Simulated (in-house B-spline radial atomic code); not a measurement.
**OLYP excitations of Ti4+**

Method: OLYP. Computed with a B-spline radial code for spherical atoms: linear response of the closed shell [Ne] 3s2 3p6 with the functional's adiabatic kernel; scalar-relativistic (spin-free one-electron X2C), finite nucleus, no spin-orbit coupling, no double excitations, S, P, D and F terms only. Only terms of natural parity with L up to 3 were computed.

Command:
```bash
python run_td.py task.json out
```
Settings (radii: box in bohr, nucleus in fm):
```
Z                        22
electrons                18
configuration            [Ne] 3s2 3p6
hamiltonian              x2c
method                   optx,lyp
box_radius               19.1
rms_radius               3.5921
intervals                72
```

Time taken, with all properties: 0.8 s on 1 thread of Arm Neoverse N1, on a shared host.

The lowest states, in the order of their Tamm-Dancoff energies; the method's threshold (minus the highest occupied level) is 89.69 eV. Labels give the largest channel, * marks a mixed state, and oscillator strengths are full-response dipole values. Semilocal kernels can invert the small singlet-triplet splittings of Rydberg terms. Energies in eV:

```json
{"state": "3p → 3d 3P", "full response": "34.09", "Tamm-Dancoff": "34.25", "oscillator strength": "-"}
{"state": "3p → 3d 3F", "full response": "34.84", "Tamm-Dancoff": "34.98", "oscillator strength": "-"}
{"state": "3p → 3d 1F", "full response": "?", "Tamm-Dancoff": "?", "oscillator strength": "-"}
{"state": "3p → 3d 1P", "full response": "48.83", "Tamm-Dancoff": "50.74", "oscillator strength": "4.28"}
{"state": "3p → 4s 3P", "full response": "50.90", "Tamm-Dancoff": "50.92", "oscillator strength": "-"}
{"state": "3p → 4s 1P", "full response": "51.66", "Tamm-Dancoff": "51.86", "oscillator strength": "0.114"}
{"state": "3p → 4p 3S", "full response": "56.98", "Tamm-Dancoff": "57.02", "oscillator strength": "-"}
{"state": "3p → 4p 3D", "full response": "57.24", "Tamm-Dancoff": "57.26", "oscillator strength": "-"}
{"state": "3p → 4p 1D", "full response": "57.80", "Tamm-Dancoff": "57.81", "oscillator strength": "-"}
{"state": "3s → 3d 3D", "full response": "?", "Tamm-Dancoff": "?", "oscillator strength": "-"}
{"state": "3p → 4p 1S", "full response": "60.59", "Tamm-Dancoff": "60.82", "oscillator strength": "-"}
{"state": "3s → 3d 1D", "full response": "64.00", "Tamm-Dancoff": "64.11", "oscillator strength": "-"}
{"state": "3p → 4d 3P", "full response": "66.76", "Tamm-Dancoff": "66.78", "oscillator strength": "-"}
{"state": "3p → 4d 3F", "full response": "66.85", "Tamm-Dancoff": "66.86", "oscillator strength": "-"}
{"state": "3p → 4d 1F", "full response": "67.22", "Tamm-Dancoff": "67.22", "oscillator strength": "-"}
{"state": "3p → 4d 1P", "full response": "68.29", "Tamm-Dancoff": "68.56", "oscillator strength": "0.00537"}
{"state": "3p → 5s 3P", "full response": "71.53", "Tamm-Dancoff": "71.54", "oscillator strength": "-"}
{"state": "3p → 5s 1P", "full response": "71.76", "Tamm-Dancoff": "71.77", "oscillator strength": "0.0566"}
{"state": "3p → 4f 3D", "full response": "73.16", "Tamm-Dancoff": "73.17", "oscillator strength": "-"}
{"state": "3p → 4f 1D", "full response": "73.56", "Tamm-Dancoff": "73.57", "oscillator strength": "-"}
{"state": "3p → 5p 3S", "full response": "73.73", "Tamm-Dancoff": "73.75", "oscillator strength": "-"}
{"state": "3p → 5p 3D", "full response": "73.92", "Tamm-Dancoff": "73.93", "oscillator strength": "-"}
```

Question: Where does 3s → 3d 3D lie?

Answer: At 60.15 eV in full response, 60.21 eV in Tamm-Dancoff.

Question: Where does 3p → 3d 1F lie?

Answer: At 37.99 eV in full response, 38.01 eV in Tamm-Dancoff.

Question: How large is the singlet-triplet splitting of 3p → 3d (F terms) in Tamm-Dancoff?

Answer: 3.03 eV, from the unrounded values.

Question: What polarisabilities and dispersion coefficient does the method give?

Answer: Dipole 1.483 bohr³, quadrupole 1.951 bohr⁵, C6 3.213 hartree·bohr⁶ for two such species.
